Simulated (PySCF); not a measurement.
FH3OSe2Si, SMILES O[Si](F)([SeH])[SeH]. Atoms are numbered in the order given.

```xyz
8

O     -0.6554    -0.7430     1.9152
Si    -0.5447    -0.2968     0.3322
F     -1.9548    -0.6371    -0.3983
Se     1.1884    -1.4126    -0.5349
Se    -0.3087     1.9069    -0.0491
H     -1.3874    -0.3702     2.4210
H      0.9780    -2.5510     0.3667
H      0.9614     1.9453     0.6834
```
Charge 0, spin multiplicity 1.

Geometry: ωB97X-D3(BJ)/def2-SVP. Other conformers were not sampled.

Level of theory: ωB97X-D3(BJ)/def2-SVP in PySCF.

Frequencies are harmonic and unscaled.

```
mode  ν (cm⁻¹)  IR (km/mol)  Raman (Å⁴/amu)  depolarisation    moving atoms (share of kinetic energy)
----  --------  -----------  --------------  --------------  ----------------------------------------
1           86          5.2             1.3            0.70             Se 68 %, F 8 %, H 8 %, Si 8 %
2          136          2.9             4.0            0.75                    H 46 %, O 26 %, F 25 %
3          174         20.3             3.6            0.55                   H 63 %, F 15 %, Se 10 %
4          210         13.2             1.3            0.59  F 39 %, Se 19 %, Si 16 %, H 13 %, O 13 %
5          224          2.4             1.4            0.65  F 38 %, H 20 %, Se 18 %, Si 12 %, O 12 %
6          238         23.9             8.7            0.69                   H 63 %, O 17 %, Se 15 %
7          252         17.1             2.9            0.59            H 54 %, O 23 %, Se 14 %, F 9 %
8          307         67.1             4.0            0.20                   H 41 %, O 28 %, Se 20 %
9          405         67.5             6.6            0.05  Si 35 %, O 21 %, F 20 %, Se 13 %, H 11 %
10         523        173.5             2.5            0.70                  Si 75 %, Se 13 %, H 10 %
11         676         23.8             9.8            0.72                                    H 88 %
12         685         10.7             9.8            0.74                                    H 92 %
13         811        233.9             2.8            0.25                     H 60 %, O 23 %, F 9 %
14         897        148.1             1.6            0.12            Si 37 %, F 34 %, H 20 %, O 9 %
15         962        107.7             1.3            0.44                   Si 46 %, O 35 %, F 13 %
16        2498          5.1           189.8            0.27                                    H 99 %
17        2502          5.2           108.9            0.35                                    H 99 %
18        3910        138.5           116.4            0.30                                    H 94 %
```
